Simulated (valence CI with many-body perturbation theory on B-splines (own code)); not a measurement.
## Tm⁵⁶⁺ in brief

Level of theory: configuration interaction combined with many-body perturbation theory (CI+MBPT): three valence electrons over a frozen Dirac-Fock core [Ne], radial functions for each j: 11 s, 11 p, 10 d, 8 f, 5 g, 2 h, with the one-electron correlation potential Σ1, the two-electron term Σ2, the three-electron term Σ3, Breit, model QED; selected CI, second order for the rest, scaled by the run's own slope (own B-spline code, finite nucleus).

The last digits are not significant, and no measured levels were compared; by estimate large intervals hold to a few tenths of a per cent, small ones and those within an open d or f shell to about a per cent.

Levels are named by their leading jj configuration (3d3/2^4 stands for four electrons in 3d with j = 3/2), which in mixed levels can hold well under half, so a name can repeat and another be missing.

Rates and lifetimes use the calculated energies. Strong lines usually hold to 10 to 20 %, long lifetimes can be off by a factor of two.

Problem. What is the ground level?

Solution. (3s^2 3p1/2) J=1/2, composition 100 % 3s²3p ²P°, g = 0.650.

Problem. Among levels below 203.00 Ry, which E1 lines absorb most strongly from the ground level?

Solution. to (3s^2 3d3/2) J=3/2 at 2.615 nm, f = 0.427; to (3s 3p1/2 4p1/2) J=3/2 at 0.4543 nm, f = 0.239; to (3s 3p1/2 3p3/2) J=1/2 at 2.893 nm, f = 0.198.

Problem. Name the longest-lived excited levels whose lifetime is computed, and their main decay.

Solution. (3s 3p3/2 3d5/2) J=9/2 at 65.74 Ry lives 12.9 ns, mostly by M1 to (3s 3p1/2 3d5/2) J=7/2; (3s^2 3p3/2) J=3/2 at 19.17 Ry lives 6.46 ns, mostly by M1 to (3s^2 3p1/2) J=1/2.

Problem. How well does LS coupling describe the low levels?

Solution. Among the lowest 20 levels the leading LS term, summed over configurations, holds 64 % on average. For single configurations the figures are 62 % in LS and 93 % in jj coupling. Terms mix most in the J = 3/2 level at 45.68 Ry, where the leading one holds 35 %.

Problem. What is the ionisation energy?

Solution. 5656.6 eV; NIST lists 5656 ± 5 eV (theoretical).

Problem. Where does the other parity begin?

Solution. At (3s 3p1/2^2) J=1/2, 10.99 Ry.
